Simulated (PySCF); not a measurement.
C2H5BF2O, SMILES OCB(F)CF.

Geometry: r2SCAN-D4/def2-SVP. The structure was generated by enumeration, and PubChem lists no compound with its InChIKey, so it may never have been made. The values are those of a single conformer.

Level of theory: PBE/def2-TZVP (PySCF).

The molecule is in vacuum.

* **total energy**: -378.76689 hartree
* **highest occupied level**: -6.25 eV
* **lowest empty level**: -1.59 eV
* **orbital gap**: 4.66 eV
* **dipole moment**: 1.81 D
* **quadrupole, principal values (traceless, Buckingham form, about the centre of nuclear charge)**: -5.06, -1.07, 6.13 D·Å
* **mean static polarisability**: 44.5 bohr³ (6.60 Å³)
* **polarisability, principal values**: 36.8, 45.3, 51.5 bohr³
